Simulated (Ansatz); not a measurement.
Born–Oppenheimer molecular dynamics of BrClGe (3 atoms, charge 0, multiplicity 1). It starts from a relaxed structure.

These are results of Ansatz, RKS B3LYP/def2-SVP, not measurements.

```json
{
  "ensemble": "NVE (velocity Verlet)",
  "time step": "2 fs",
  "steps asked": "300",
  "starting velocities drawn for": "1000 K",
  "seed": "215851"
}
```

First frame:

```xyz
3
Properties=species:S:1:pos:R:3
Cl 0.417 1.690 0.403
Ge -0.850 0.093 -0.452
Br 0.423 -1.848 0.036
```

Question: How far do the bonds stretch over the last three quarters of this one trajectory? (Pairs bonded in most of those frames.)

Answer: 
```csv
bond,mean (Å),spread (Å),shortest,longest
Cl1–Ge2,2.227,0.073,2.11,2.33
Ge2–Br3,2.377,0.051,2.29,2.46
```

Mean temperature of the second half: 487 K. The conserved energy stayed within 0.19 meV per atom of its start (net change 0.076 meV per atom), so the integration is sound. The temperature averaged 0.49 of the 1000 K drawn at the start: a run that starts near a minimum puts about half its kinetic energy into the potential. A run of 0.6 ps of so small a system gives no equilibrium averages.

The run took 8.4 min on 1 thread of Intel(R) Xeon(R) Platinum 8488C (Sapphire Rapids), with other jobs on the host, peak memory 0.21 GiB.
